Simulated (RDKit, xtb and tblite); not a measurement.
Torsional profile of SMILES c1ccc(Oc2ccsc2)cc1. Scanned: dihedral C3–C4–O5–C6 and dihedral C4–O5–C6–C7; all other coordinates were relaxed at GFN2-xTB. Points at φ and −φ are mirror images. Heavy atoms are numbered in the order of the SMILES c1ccc(Oc2ccsc2)cc1, hydrogens after them in the order of the atoms that carry them; the mirror image has the same energies with the sign of each dihedral reversed.

GFN2-xTB (xtb and tblite); MMFF94 // GFN2-xTB (RDKit); UFF // GFN2-xTB (RDKit).

Energies in kJ/mol at chosen points (x: dihedral C3–C4–O5–C6 (°); y: dihedral C4–O5–C6–C7 (°)), relative to x = -150, y = 30:

| method | (-150, -150) | (180, -60) | (-150, 60) | (150, 60) | (-90, 30) | (-120, 150) | (-60, -30) |
|---|---|---|---|---|---|---|---|
| GFN2-xTB | -0.8 | 1.7 | 2.3 | 13.9 | 11.8 | 11.7 | 4.5 |
| MMFF94 | 2.2 | 6.9 | 2.4 | 18.0 | 0.5 | 13.2 | -3.5 |
| UFF | 1.6 | 10.2 | 11.7 | 25.9 | 14.9 | 20.6 | 7.5 |
